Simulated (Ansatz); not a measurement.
Total energies of the cluster GeO2⁻ (the lowest doublet isomer of a short search) from Ansatz at PBE0-D4/def2-TZVPD, gas phase (1 Eh = 27.2114 eV = 2625.5 kJ/mol). The reference geometry is relaxed at PBE-D4/def2-TZVPD.

```xyz
3

Ge    0.341   -0.153    0.279
O     0.869    0.298   -1.290
O    -1.210   -0.146    1.011
```

```tsv
state	geometry	energy (Eh)
charge -1 doublet	reference	-2227.12928
charge 0 singlet	reference	-2227.01127
charge -1 quartet	relaxed at PBE-D4/def2-TZVPD	-2227.00818
```

Q: Work out the vertical ionisation energy to the singlet.

A: E(charge 0 singlet) − E(charge -1 doublet) = -2227.01127 − (-2227.12928) = 0.11801 Eh = 3.21 eV. For comparison, −ε of the highest occupied level of the spin that leaves is 1.02 eV at this level, 2.19 eV less.

Q: Which of the charge -1 states is lowest, and how far above it are the others?

A: The doublet. quartet: -2227.00818 − (-2227.12928) = 0.12110 Eh = 317.9 kJ/mol.

The restricted singlet is unstable towards broken spin symmetry in Hartree–Fock (as tested in another run); at PBE0-D4/def2-TZVPD this wasn't settled. At PBE0-D4/def2-TZVPD the highest occupied level of the charge -1 quartet lies above zero (up to 1.48 eV). It is a level of α spin, whose loss leaves a triplet; that state wasn't run at this geometry and level. The electron is either unbound and held by the finite basis, or the level is raised by self-interaction error. 

The structure comes from a short search, and lower isomers may exist.
